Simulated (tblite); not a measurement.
Compound: C4H15GeNSi.
Atom-mapped SMILES: `[CH3:1][CH2:2][C@@H:3]([NH:4][CH3:5])[GeH2:6][SiH3:7]` (hydrogens: H8, H9, H10 on C1; H11, H12 on C2; H13 on C3; H14 on N4; H15, H16, H17 on C5; H18, H19 on Ge6; H20, H21, H22 on Si7)

Computed with GFN2-xTB (tblite), gas phase: L-BFGS steps from a force-field or distance-geometry start until the largest atomic force falls under 0.01 eV/Å.

Step 73: E = -619.8559 eV
```
atom  x, y, z in Å  |  force x, y, z in eV/Å
C1     -2.1724   -1.6563   -0.3603    0.001   0.005  -0.006
C2     -1.6087   -0.4825    0.4226    0.017   0.011   0.017
C3     -0.3492    0.0776   -0.2371    0.013   0.007  -0.029
N4      0.1850    1.2769    0.3945    0.013  -0.005   0.012
C5     -0.5858    2.4886    0.1912    0.001  -0.011   0.000
Ge6     1.2124   -1.1910   -0.2932    0.001   0.032   0.038
Si7     3.2822   -0.1038   -0.1793   -0.005  -0.002   0.002
H8     -2.4025   -1.3518   -1.3787   -0.029  -0.009  -0.023
H9     -1.4430   -2.4641   -0.4015    0.011  -0.015   0.007
H10    -3.0804   -2.0310    0.1065   -0.009  -0.007  -0.007
H11    -1.3705   -0.8041    1.4409    0.034  -0.006   0.026
H12    -2.3660    0.3044    0.4937   -0.023   0.001  -0.013
H13    -0.5947    0.3543   -1.2678    0.009   0.009  -0.032
H14     0.2801    1.1018    1.3919   -0.017   0.006   0.017
H15    -1.5944    2.4605    0.6274    0.018   0.016  -0.005
H16    -0.0414    3.3251    0.6317   -0.026  -0.023  -0.014
H17    -0.6805    2.6608   -0.8822    0.008   0.005   0.034
H18     1.0583   -2.1170   -1.4856   -0.017  -0.010  -0.019
H19     1.0154   -2.1877    0.8390   -0.013   0.008   0.019
H20     3.9745   -0.1863   -1.4666    0.014  -0.008   0.002
H21     4.1276   -0.7578    0.8249    0.006   0.009  -0.021
H22     3.1436    1.3028    0.1865   -0.009  -0.012  -0.003
```

Step 74: E = -619.8564 eV
```
atom  x, y, z in Å  |  force x, y, z in eV/Å
C1     -2.1744   -1.6573   -0.3629    0.002   0.016  -0.005
C2     -1.6105   -0.4840    0.4213    0.012   0.011   0.014
C3     -0.3481    0.0754   -0.2347    0.002  -0.008  -0.024
N4      0.1854    1.2724    0.4015    0.030  -0.017   0.012
C5     -0.5783    2.4870    0.1929    0.002  -0.011   0.000
Ge6     1.2123   -1.1940   -0.2882    0.006   0.037   0.013
Si7     3.2784   -0.0983   -0.1838   -0.009   0.001  -0.004
H8     -2.4023   -1.3508   -1.3812   -0.028  -0.017  -0.026
H9     -1.4469   -2.4672   -0.4031    0.008  -0.002   0.007
H10    -3.0842   -2.0302    0.1023   -0.006  -0.005  -0.009
H11    -1.3782   -0.8066    1.4410    0.044   0.005   0.013
H12    -2.3659    0.3055    0.4888   -0.025  -0.011  -0.009
H13    -0.5907    0.3548   -1.2655    0.008   0.004  -0.026
H14     0.2727    1.0951    1.3990   -0.016   0.010   0.025
H15    -1.5920    2.4601    0.6162    0.004   0.019  -0.003
H16    -0.0372    3.3200    0.6429   -0.021  -0.016  -0.010
H17    -0.6579    2.6627   -0.8809    0.000   0.008   0.027
H18     1.0562   -2.1260   -1.4776   -0.013   0.000  -0.002
H19     1.0173   -2.1832    0.8492   -0.014  -0.005   0.028
H20     3.9655   -0.1816   -1.4736    0.018  -0.010  -0.005
H21     4.1320   -0.7437    0.8182    0.008   0.002  -0.013
H22     3.1365    1.3091    0.1766   -0.012  -0.011  -0.001
```

Step 75: E = -619.8568 eV
```
atom  x, y, z in Å  |  force x, y, z in eV/Å
C1     -2.1754   -1.6577   -0.3655    0.001   0.019  -0.004
C2     -1.6120   -0.4846    0.4203    0.003   0.007   0.001
C3     -0.3468    0.0733   -0.2326   -0.009  -0.014  -0.012
N4      0.1869    1.2679    0.4080    0.032  -0.023   0.011
C5     -0.5710    2.4849    0.1947    0.003  -0.009   0.002
Ge6     1.2119   -1.1970   -0.2823    0.007   0.024  -0.014
Si7     3.2740   -0.0934   -0.1884   -0.006   0.002  -0.011
H8     -2.4025   -1.3498   -1.3838   -0.022  -0.021  -0.022
H9     -1.4487   -2.4688   -0.4056    0.003   0.011   0.008
H10    -3.0863   -2.0304    0.0979   -0.002  -0.002  -0.008
H11    -1.3849   -0.8077    1.4417    0.047   0.017  -0.007
H12    -2.3664    0.3066    0.4832   -0.019  -0.023  -0.002
H13    -0.5860    0.3549   -1.2638    0.007   0.001  -0.015
H14     0.2662    1.0896    1.4059   -0.015   0.009   0.028
H15    -1.5899    2.4589    0.6046   -0.007   0.017  -0.001
H16    -0.0345    3.3146    0.6551   -0.011  -0.004  -0.003
H17    -0.6354    2.6655   -0.8789   -0.005   0.010   0.012
H18     1.0531   -2.1349   -1.4693   -0.008   0.013   0.019
H19     1.0181   -2.1797    0.8601   -0.013  -0.011   0.031
H20     3.9557   -0.1777   -1.4808    0.019  -0.011  -0.008
H21     4.1362   -0.7299    0.8113    0.011  -0.003  -0.007
H22     3.1275    1.3147    0.1665   -0.013  -0.007   0.001
```

Step 76: E = -619.8572 eV
```
atom  x, y, z in Å  |  force x, y, z in eV/Å
C1     -2.1757   -1.6576   -0.3679   -0.002   0.013  -0.004
C2     -1.6132   -0.4845    0.4193   -0.005   0.002  -0.014
C3     -0.3455    0.0713   -0.2312   -0.014  -0.011   0.001
N4      0.1891    1.2639    0.4134    0.019  -0.018   0.011
C5     -0.5647    2.4828    0.1966    0.003  -0.005   0.004
Ge6     1.2115   -1.1996   -0.2769    0.004   0.002  -0.027
Si7     3.2697   -0.0894   -0.1926    0.002   0.002  -0.016
H8     -2.4038   -1.3494   -1.3862   -0.013  -0.021  -0.014
H9     -1.4489   -2.4690   -0.4084    0.000   0.020   0.007
H10    -3.0867   -2.0316    0.0946   -0.001   0.001  -0.004
H11    -1.3900   -0.8071    1.4423    0.045   0.025  -0.028
H12    -2.3675    0.3075    0.4774   -0.013  -0.029   0.007
H13    -0.5813    0.3549   -1.2629    0.005  -0.002  -0.001
H14     0.2609    1.0851    1.4118   -0.013   0.003   0.025
H15    -1.5883    2.4573    0.5940   -0.012   0.011   0.001
H16    -0.0331    3.3095    0.6670    0.000   0.006   0.003
H17    -0.6155    2.6687   -0.8764   -0.009   0.009  -0.002
H18     1.0500   -2.1426   -1.4611   -0.002   0.021   0.034
H19     1.0179   -2.1768    0.8707   -0.011  -0.008   0.026
H20     3.9467   -0.1749   -1.4876    0.019  -0.012  -0.008
H21     4.1396   -0.7183    0.8050    0.010  -0.006  -0.004
H22     3.1183    1.3192    0.1574   -0.013  -0.004   0.003
```

Q: Estimate the geometry and energy of step 77. (The exact step hangs on the optimiser's Hessian estimate; all steps are aligned on step 76, rigid shifts and turns removed.)

A: E = -619.8576 eV, largest force 0.063 eV/Å
```
atom  x, y, z in Å  |  force x, y, z in eV/Å
C1     -2.1757   -1.6576   -0.3698   -0.006   0.002  -0.005
C2     -1.6140   -0.4841    0.4176   -0.010  -0.002  -0.027
C3     -0.3445    0.0699   -0.2309   -0.010  -0.002   0.011
N4      0.1913    1.2606    0.4174   -0.003  -0.008   0.011
C5     -0.5599    2.4809    0.1987    0.004  -0.001   0.006
Ge6     1.2111   -1.2011   -0.2729    0.000  -0.019  -0.021
Si7     3.2665   -0.0865   -0.1962    0.013   0.001  -0.018
H8     -2.4069   -1.3500   -1.3878   -0.003  -0.018  -0.008
H9     -1.4481   -2.4684   -0.4115    0.000   0.025   0.007
H10    -3.0855   -2.0339    0.0931   -0.001   0.004   0.002
H11    -1.3929   -0.8050    1.4420    0.040   0.027  -0.041
H12    -2.3687    0.3080    0.4717   -0.009  -0.027   0.015
H13    -0.5771    0.3554   -1.2631    0.003  -0.003   0.011
H14     0.2564    1.0814    1.4164   -0.011  -0.005   0.018
H15    -1.5872    2.4557    0.5860   -0.014   0.002   0.003
H16    -0.0331    3.3056    0.6773    0.011   0.013   0.010
H17    -0.6002    2.6720   -0.8735   -0.010   0.007  -0.017
H18     1.0474   -2.1487   -1.4536    0.001   0.021   0.037
H19     1.0168   -2.1734    0.8801   -0.007   0.000   0.014
H20     3.9402   -0.1738   -1.4929    0.018  -0.011  -0.008
H21     4.1423   -0.7098    0.7998    0.008  -0.006  -0.003
H22     3.1114    1.3222    0.1504   -0.012   0.000   0.003
```

The energy changes by -0.0004 eV. The first-order estimate −F·Δx gives -0.0005 eV and the mean of the old and new forces, exact on a quadratic surface, -0.0004 eV. The step makes an angle of 83° with the force vector and moves no atom by more than 0.016 Å.

The cost below is that of the whole relaxation. Hardware: one thread, Intel Xeon at 2.70 GHz (x86_64), shared host. Cost: 2.0 s.
